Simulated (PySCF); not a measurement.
SMILES C=CCCO[SiH3] (C4H10OSi), GFN2-xTB optimised geometry.

```
16

C      2.64    -2.11    -0.86
C      1.84    -1.58     0.05
C      1.30    -0.19     0.00
C     -0.23    -0.19     0.00
O     -0.70     1.13     0.00
Si    -2.21     1.69    -0.07
H      3.01    -3.11    -0.79
H      2.96    -1.54    -1.73
H      1.53    -2.17     0.91
H      1.65     0.33    -0.89
H      1.63     0.37     0.88
H     -0.60    -0.72    -0.89
H     -0.61    -0.72     0.89
H     -3.01     1.22     1.07
H     -2.89     1.24    -1.29
H     -1.93     3.11    -0.04
```

Density from PBE0/def2-TZVP run with PySCF at that geometry.

Minimum of the electron density along straight lines between bonded atoms, close to the bond critical point (lines longer than 1.1 times the sum of covalent radii, or with two minima, are not listed):

```tsv
bond	length / Å	ρ at the minimum / e bohr⁻³	∇²ρ there / e bohr⁻⁵	position (fraction from the first atom)
C1–C2	1.319	0.360	-1.13	0.50
C2–C3	1.495	0.262	-0.69	0.51
C3–C4	1.530	0.249	___	0.49
C4–O5	1.396	0.263	___	0.34
O5–Si6	1.618	___	0.95	0.59
C1–H7	1.077	0.288	-1.03	0.64
C1–H8	1.078	0.287	-1.02	0.64
C2–H9	1.083	0.286	-1.02	0.64
C3–H10	1.091	0.280	-0.96	0.64
C3–H11	1.094	0.277	-0.94	0.64
C4–H12	1.098	0.283	-0.99	0.65
C4–H13	1.098	0.282	-0.99	0.64
Si6–H14	1.467	0.125	0.17	0.49
Si6–H15	1.467	0.125	0.17	0.49
Si6–H16	1.453	0.129	0.19	0.49
```

Problem. What belongs in the gaps?

Solution. 
- C3–C4, ∇²ρ there / e bohr⁻⁵: -0.63
- C4–O5, ∇²ρ there / e bohr⁻⁵: -0.48
- O5–Si6, ρ at the minimum / e bohr⁻³: 0.144
